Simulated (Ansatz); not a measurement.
`Cl[SiH2][CH2][GeH3]` + `C[SiH2]F` → `F[SiH2]C[SiH2]Cl` + `[CH3][GeH3]` at 600 K and 1 bar (formal exchange of groups at the Si–C bond).

Isolated molecules relaxed with PBE0-D4/def2-TZVP in Ansatz; ΔE leaves out vibrations. CBS: MP2 limit from def2 TZ/QZ plus the TZ coupled-cluster correction, frozen cores. For Ge outer-core shells are correlated without core-valence functions, which leaves a few kJ/mol of doubt a bond. Scalar relativity is left out up to krypton. One conformer a species, not always the lowest.

```
              species  CCSD(T)/CBS energy (Eh)  H − E (kJ/mol)  S (J/(mol·K))
`Cl[SiH2][CH2][GeH3]`              -2867.28596           247.8          472.3
           `C[SiH2]F`               -430.00374           191.4          351.0
   `F[SiH2]C[SiH2]Cl`              -1179.52116           242.2          483.7
        `[CH3][GeH3]`              -2117.76728           197.4          330.8
```

H − E and S are ideal-gas, rigid-rotor, harmonic terms from PBE0-D4/def2-TZVP, for one conformer and one mirror image of each species. 1 Eh = 2625.50 kJ/mol, R = 8.31446 J/(mol·K).

Q: By hand: ΔE, ΔH, ΔS and ΔG.

A: ΔE = (-1179.52116) + (-2117.76728) − (-2867.28596) − (-430.00374) = 0.00126 Eh = 3.3 kJ/mol. Δ(H − E) = 242.2 + 197.4 − 247.8 − 191.4 = 0.4, so ΔH = 3.7 kJ/mol. ΔS = 483.7 + 330.8 − 472.3 − 351.0 = -8.8 J/(mol·K). ΔG = 3.7 − 600 × (-8.8)/1000 = 9.0 kJ/mol.

Q: By hand: the equilibrium constant, and the temperature at which ΔG would vanish if ΔH and ΔS stayed fixed.

A: log₁₀ K = −ΔG/(RT ln 10) = -0.8. ΔH and −TΔS have one sign here, so there is no such temperature. One of them is within its doubt of zero, so this could turn.

TΔS isn't small against ΔH here. A doubt of 5 kJ/mol in ΔE shifts log₁₀ K by 0.4 here. Other conformers and mirror images would add mixing entropy, several J/(mol·K) or more a flexible species. Modes under 60 cm⁻¹, often nearly free rotors, make the harmonic entropy too high. These are equilibria of isolated gas molecules and say nothing of rates. Largest T1 diagnostic: 0.010 (customary marks: 0.02 for closed shells, 0.045 for open ones).
